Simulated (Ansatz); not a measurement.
System: C₃H₉AlO₂ (charge 0, singlet). SMILES: C[O][Al]([CH3])[O]C
Geometry from a B3LYP-D3(BJ)/def2-TZVP (Ansatz, an electronic-structure program) optimisation:
```xyz
15

C     -0.1831     2.4547     0.1562
O     -0.8427     1.2193     0.0698
Al    -0.4651    -0.4228    -0.0539
C     -1.9083    -1.7059    -0.2190
O      1.1339    -0.9702    -0.0368
C      2.4251    -0.4375     0.1016
H     -0.6980     3.1932    -0.4650
H      0.8584     2.3980    -0.1799
H     -0.1863     2.8212     1.1878
H     -1.5323    -2.7272    -0.2929
H     -2.5795    -1.6515     0.6416
H     -2.5146    -1.5007    -1.1046
H      3.0231    -1.0816     0.7526
H      2.9245    -0.3847    -0.8711
H      2.4194     0.5690     0.5348
```

Computed values are from Ansatz. Correlated levels leave the core frozen unless marked. UHF or UKS for open shells. No spin-orbit coupling. Non-relativistic. CBS(X,Y): correlation extrapolated as X^-3; Hartree-Fock from the larger set.

```json
{
  "atomisation energy De": "1384.4 kcal/mol at CCSD(T)/CBS(cc-pV(T+d)Z,cc-pV(Q+d)Z)",
  "total_energy": "-512.0164 Eh at CCSD(T)/CBS(cc-pV(T+d)Z,cc-pV(Q+d)Z)",
  "dipole_moment": "1.25 D at CCSD(T)/aug-cc-pV(D+d)Z",
  "T1 diagnostic": "0.011 at CCSD/cc-pV(Q+d)Z"
}
```
